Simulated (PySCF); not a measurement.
An unknown is described by computed data only.

Elements present: C, F, H and Si. Monoisotopic mass: 140.0269 u.

* UV, strongest line: among the 10 lowest singlet transitions: S2 at 6.53 eV (190 nm, f = 0.152) [TDDFT CAM-B3LYP/def2-SVPD]
* Rotational structure: rotational constants A, B, C: 3.426, 0.964, 0.900 GHz [PBE0-D3(BJ)/def2-SVP]
* Triplet: lowest triplet excitation (Tamm–Dancoff): 5.11 eV [TDA CAM-B3LYP/def2-SVPD]
* Polarisability: 76.7 au [CAM-B3LYP/def2-SVPD]
* 13C NMR: chemical shifts (computed TMS as zero) by class: 114.4 (1 C), 35.9 (1 C), -7.3 (1 C), -7.3 (1 C) ppm [GIAO HF/pcSseg-1]
* NMR, other nuclei: isotropic shieldings of nuclei other than C and H, by class: 301 (3 F), 515 (1 Si) ppm [GIAO HF/pcSseg-1]
* 1H NMR: chemical shifts (computed TMS as zero) by class: 2.89 (1 H), 2.72 (1 H), 2.56 (1 H), 1.09 (1 H), 0.79 (1 H), 0.60 (1 H), 0.01 (1 H) ppm [GIAO HF/pcSseg-1]
* Valence photoelectron: vertical ionisation energy: 9.21 eV [ΔSCF CAM-B3LYP/def2-SVPD]
* UV, first state: lowest singlet excitation: 6.43 eV (193 nm, f = 0.062) [TDDFT CAM-B3LYP/def2-SVPD]

The electronic properties come from PySCF, for the isolated species, density fitting. Levels stand in brackets. Geometry: PBE0-D3(BJ)/def2-SVP, one conformer, isolated molecule. NMR values are class means; diastereotopic atoms form classes of their own.

Q: Which formula fits the mass and the elements?

A: C4H7F3Si (calculated 140.0269). No other formula that holds each of these elements comes within 0.0003 u with a fitting electron parity and a possible valence count.

Q: Propose a structure and show how it fits.

A: Numbering: `[F:1][C:2]([F:3])([F:4])[CH2:5][C@H:6]1[CH2:7][SiH2:8]1`. Its formula, C4H7F3Si, gives 1 degree of unsaturation: 1 ring and 0 π bonds in the structure found. 4 carbons fall into 4 classes; from least to most shielded: CF3 carbon [C2] (114.4 ppm), chain CH2 carbon [C5] (35.9 ppm), ring sp3 carbon bound to silicon [C6] (-7.3 ppm), ring sp3 carbon bound to silicon [C7] (-7.3 ppm). Hydrogen classes from least to most shielded: 1 H on an SiH2 silicon, Si8 (2.89 ppm), 1 H on an SiH2 silicon, Si8 (2.72 ppm), 1 H on a chain CH2 carbon, C5 (2.56 ppm), 1 H on a chain CH2 carbon, C5 (1.09 ppm), 1 H on an sp3 carbon bound to silicon, C7 (0.79 ppm), 1 H on an sp3 carbon bound to silicon, C6 (0.60 ppm), 1 H on an sp3 carbon bound to silicon, C7 (0.01 ppm). The other shieldings belong to: 301 ppm, fluorine of a CF3 group [F1/F3/F4]; 515 ppm, SiH2 silicon [Si8]. The first electron is taken from the HOMO, whose largest Löwdin shares are 0.29 on the SiH2 silicon, 0.26 on an sp3 carbon bound to silicon, 0.23 on an sp3 carbon bound to silicon and 0.06 on the chain CH2 carbon. The optimised geometry has point group C1 and is an asymmetric top. Structure: `C1[SiH2][C@H]1CC(F)(F)F`. Computed isomers that give other values at the same levels: `C=CC[SiH2]C(F)(F)F` (13C chemical shifts (computed TMS as zero) by class: 139.4 (1 C), 124.8 (1 C), 117.0 (1 C), 11.6 (1 C) ppm); `FC(F)(F)/C=C/C[SiH3]` (13C chemical shifts (computed TMS as zero) by class: 148.5 (1 C), 123.7 (1 C), 110.8 (1 C), 12.5 (1 C) ppm); `FC(F)(F)/C=C\C[SiH3]` (13C chemical shifts (computed TMS as zero) by class: 154.0 (1 C), 124.5 (1 C), 111.4 (1 C), 11.5 (1 C) ppm). The assignments are read from this structure; whether some other isomer fits the data as well wasn't checked. The mirror image fits equally.

Shape of the structure used: `[F:1][C:2]([F:3])([F:4])[CH2:5][C@H:6]1[CH2:7][SiH2:8]1`: F1–C2–C5–C6 -176°, C2–C5–C6–C7 -162°.
